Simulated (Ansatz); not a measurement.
System: CrF, net charge 0, sextet state. The spin state was set by rule; other spins were not relaxed. SMILES: [F][Cr]
Coordinates optimised at B3LYP-D3(BJ)/def2-TZVP (Ansatz, a quantum-chemistry and plane-wave program):
```
Cr
F 1 1.7937
```
Charge 0, spin multiplicity 6.

Property: vertical ionisation energy (to the quintet state of charge +1; each state is the SCF solution reached for its spin; for the sextet T1 is 0.073), in eV. Correlated levels leave the core frozen unless marked. UHF or UKS for open shells. No spin-orbit coupling. The frozen core is the preceding noble-gas configuration, with the filled d and f shells of earlier blocks. No relativistic terms. Basis-set limits of correlation are two-point, X^-3; Hartree-Fock from the larger set.

| level | program | vertical ionisation energy (eV) |
|---|---|---|
| PBE0/def2-TZVPD | Ansatz | 8.19 |

Q: Estimate the value at CCSD(T)/CBS(def2-TZVPPD,def2-QZVPPD) as computed with Ansatz.

A: 7.77 eV
